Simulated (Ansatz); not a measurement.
Species: sum formula H3BNO, charge 0, multiplicity 2. It need not be the lowest isomer of its formula. SMILES: N[B]O
Geometry from a B3LYP-D3(BJ)/def2-TZVP (Ansatz, an electronic-structure program) optimisation:
```
B
O 1 1.3520
H 2 0.9694 1 116.63
N 1 1.3958 2 128.37 3 0.00
H 4 1.0044 1 122.29 2 180.00
H 4 1.0128 5 113.56 1 180.00
```
Charge 0, spin multiplicity 2.

Parts of the frozen-core correlation energy in cc-pVQZ (Ansatz, hartree). Frozen orbitals: 3; correlated occupied orbitals by spin: 9 and 8; virtual: 243 and 244. Open shells are spin-unrestricted. Spin-orbit coupling is left out. Non-relativistic.

```tsv
term	value
reference (HF)	-155.85144
MP2 opposite-spin	-0.43135
MP2 same-spin	-0.13871
CCSD correlation	-0.57968
(T)	-0.02280
T1 diagnostic	0.013
largest doubles amplitude	0.022
<S^2> of the reference	0.754
```
